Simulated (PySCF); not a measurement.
Mayer bond orders and bond lengths

Species: C₈H₁₀Si.
Atom-mapped SMILES: `[CH:1]#[C:2][Si:3]1([CH:4]=[CH2:5])[CH2:6][CH:7]=[CH:8][CH2:9]1` (hydrogens: H10 on C1; H11 on C4; H12, H13 on C5; H14, H15 on C6; H16 on C7; H17 on C8; H18, H19 on C9)

Structure used (PBE0-D3(BJ)/def2-SVP), in Å, numbered top down from 1:
```xyz
19
C8H10Si angstrom
C      1.5075    2.7554    0.2893
C      0.9588    1.6704    0.2222
Si     0.1252    0.0317    0.1207
C      1.4373   -1.2872   -0.0177
C      2.7535   -1.0519   -0.0592
C     -1.1767   -0.0300   -1.2618
C     -2.4512   -0.2947   -0.5051
C     -2.4148   -0.3968    0.8320
C     -1.0988   -0.2445    1.5478
H      1.9880    3.7161    0.3488
H      1.0937   -2.3300   -0.0733
H      3.4886   -1.8601   -0.1458
H      3.1521   -0.0322   -0.0079
H     -0.9660   -0.8201   -2.0034
H     -1.2240    0.9156   -1.8287
H     -3.3965   -0.3995   -1.0498
H     -3.3293   -0.5869    1.4056
H     -1.1103    0.6033    2.2540
H     -0.8508   -1.1377    2.1475
```

Bond orders from the PBE0/pcSseg-1 density (PySCF). Geometry: PBE0-D3(BJ)/def2-SVP, one conformer, isolated molecule.

How far do the computed orders between heavy atoms stray from the drawn ones?

The largest departure is 0.440, at C1–C2 (drawn triple, 2.560). Drawn single, order below 0.88: Si3–C6 (0.861) and C9–Si3 (0.860). Drawn double or triple, more than 0.30 short of the drawn order: C1–C2 (2.560).

Give the Mayer order of every bond between heavy atoms, beside its length.

| bond | drawn as | length (Å) | Mayer order |
| --- | --- | --- | --- |
| C1–C2 | triple | 1.218 | 2.560 |
| C2–Si3 | single | 1.841 | 0.906 |
| Si3–C4 | single | 1.866 | 0.905 |
| C4–C5 | double | 1.338 | 1.986 |
| Si3–C6 | single | 1.900 | 0.861 |
| C6–C7 | single | 1.506 | 1.051 |
| C7–C8 | double | 1.341 | 1.916 |
| C8–C9 | single | 1.506 | 1.050 |
| C9–Si3 | single | 1.900 | 0.860 |

By pair of heavy elements: C–C: lowest C8–C9 and C6–C7 (1.050, 1.506 Å), highest C1–C2 (2.560, 1.218 Å). C–Si: lowest C9–Si3 and Si3–C6 (0.860, 1.900 Å), highest C2–Si3 and Si3–C4 (0.906, 1.841 Å). Bonds named together lie within 0.004.

And the bonds to hydrogen?

C–H: 0.93 to 1.07 (10 bonds).

Sum the orders of all bonds at each heavy atom with more than one neighbour and set the sums beside the valence in the SMILES.

C1 3.632 (drawn 4), C2 3.466 (drawn 4), Si3 3.532 (drawn 4), C4 3.823 (drawn 4), C5 3.882 (drawn 4), C6 3.773 (drawn 4), C7 3.934 (drawn 4), C8 3.933 (drawn 4), C9 3.772 (drawn 4). Orders between atoms that aren't bonded are not in these sums.

The Mayer order sums products of elements of PS (density times overlap matrix) between the two atoms' basis functions, so it depends on the basis set.

These values come from a run that also computed NMR shieldings. The run took 44 s wall on an AMD EPYC 7R43 with one thread, shared host, and the process peaked at 0.98 GiB of memory.
